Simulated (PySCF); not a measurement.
# Relaxation of triplet W(OH)2

These are results of UPBE0/[W def2-TZVP with ECP60, O def2-TZVP, H def2-TZVP], scalar-relativistic core potentials, density fitting, no spin–orbit coupling, PySCF, not measurements. A (50,194) grid was used.

A hand-made linear (heavy-atom frame) start, of C2h symmetry, held to at least that symmetry:

Coordinates in bohr (charge 0 multiplicity 3):
```
W     0.0000    0.0000    0.0000
O     0.0000    0.0000    3.7795
O     0.0000    0.0000   -3.7795
H    -1.3897    0.0000    4.9456
H     1.3897    0.0000   -4.9456
```

Optimiser trace:
```tsv
step	E − E(last) (kJ/mol)	largest gradient (Eh/bohr)
0	94.51	0.06727
1	40.05	0.01974
2	31.93	0.02042
3	26.33	0.00979
4	15.61	0.01242
5	10.42	0.02635
6	4.14	0.00591
7	0.60	0.00635
8	0.11	0.00194
9	0.02	0.00272
10	0.00	0.00030
11	0.00	0.00001
```

It ends at D∞h with O–H 0.953 Å (×2), W–O 1.822 Å (×2); H–O–W 180.0° (×2), O–W–O 180.0°. A frequency run shows a minimum. Other isomers or separated fragments may lie lower.

With open d or f shells other occupations or spin states may lie lower. Spin–orbit coupling, left out here, can matter for elements this heavy.

The relaxation took 17 s on 4 threads of a shared AMD EPYC 9R45 96-Core (Zen 5) host, with 114 basis functions and 12 gradients; the process peaked at 0.79 GiB.
